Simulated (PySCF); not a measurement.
# Electron correlation in Fe⁺ (iron, charge +1)

[Ar] 3d6 4s1, high-spin 6D determinant. Computed with PySCF 2.14 in dyall-av2z, with no relativity, point nucleus. Frozen: [Ar]; 7 electrons correlated; the 25 highest virtual orbitals of each spin left out.

MP2 pair energies summed by pair of shells (mhartree):

```
 pair   energy  share (%)
3d-3d  -111.52       87.6
3d-4s   -15.83       12.4
```

Total MP2 correlation energy: -127.36 mhartree.

Same-spin part -76.34 and opposite-spin part -51.02 mhartree; SCS-MP2 scales them by 1/3 and 6/5 to -86.67 mhartree.
